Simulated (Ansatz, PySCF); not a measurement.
CH8GeO2Si (SMILES C[Si](O)(O)[GeH3]), singlet, at a GFN2-xTB geometry, with bond 13-5 at 2.4 times its length. Base run: CASSCF(6,4)/STO-3G (PySCF).

Input for PySCF:
```python
from pyscf import gto, scf, mcscf
import numpy

mol = gto.M(
    atom='''
Si    0.786551    0.251574    0.289568
C     2.104968   -1.049225   -0.151845
O     1.040545    1.674029   -0.443607
O     0.842595    0.576060    1.891638
Ge   -1.328440   -0.366776   -0.451641
H     1.838641   -2.028632    0.236932
H     2.204591   -1.144308   -1.228604
H     3.080825   -0.789354    0.249477
H     1.716556    2.264818   -0.120691
H     0.681806   -0.112377    2.529311
H    -1.996534    0.560391   -1.414017
H    -2.353891   -0.551342    0.633102
H    -1.424753   -3.541966   -2.152028
''',
    basis='sto-3g',
    charge=0,
    spin=0,
    verbose=3,
)

mf = scf.RHF(mol)
mf.kernel()
mc = mcscf.CASSCF(mf, 4, 6)
mc.fix_spin_(ss=0.0)
mc.kernel()
occ = numpy.linalg.eigvalsh(mc.fcisolver.make_rdm1(mc.ci, mc.ncas, mc.nelecas))[::-1]
ss = mc.fcisolver.spin_square(mc.ci, mc.ncas, mc.nelecas)[0]
print('natural occupations', occ.round(4), ' <S^2>', round(ss, 4))
```

Programs used: Ansatz (an electronic-structure program), PySCF; a row that names a program was run with it.

Variants of this job, named by their change:

| change | ΔE vs base (kcal/mol) | natural occupations | <S^2> of the state |
|---|---|---|---|
| base | 0.000 | 2.00 2.00 1.14 0.86 | 0.00 |
| active space = 6 electrons, 8 orbitals | -14.82 | 1.98 1.98 1.14 0.86 0.02 0.01 0.00 0.00 | 0.00 |
| conv_tol = 1e-5 | 0.006 | 2.00 2.00 1.14 0.86 | 0.00 |
| start = MP2 natural orbitals | 0.000 | 2.00 2.00 1.14 0.86 | 0.00 |
| fix_spin_ = off | 0.000 | 2.00 2.00 1.14 0.86 | 0.00 |
| code = ansatz; correction = SC-NEVPT2, all electrons | -112.6 | - | - |
| state_average = 2 states | 1.63 | - | - |
| active space = 4 electrons, 6 orbitals | -6.16 | 1.98 1.14 0.86 0.01 0.00 0.00 | 0.00 |
| correction = SC-NEVPT2 | -112.9 | 2.00 2.00 1.14 0.86 | 0.00 |
| solver = newton | 0.000 | 2.00 2.00 1.14 0.86 | 0.00 |
| active space = 2 electrons, 3 orbitals | 0.007 | 1.14 0.86 0.00 | 0.00 |

Active orbitals are taken around the Fermi level unless the row says otherwise; CASSCF can end in different local minima, and two programs can end on different orbitals. State-averaged rows give the lowest state.

Ansatz warned in this series: the state or the total is in doubt.
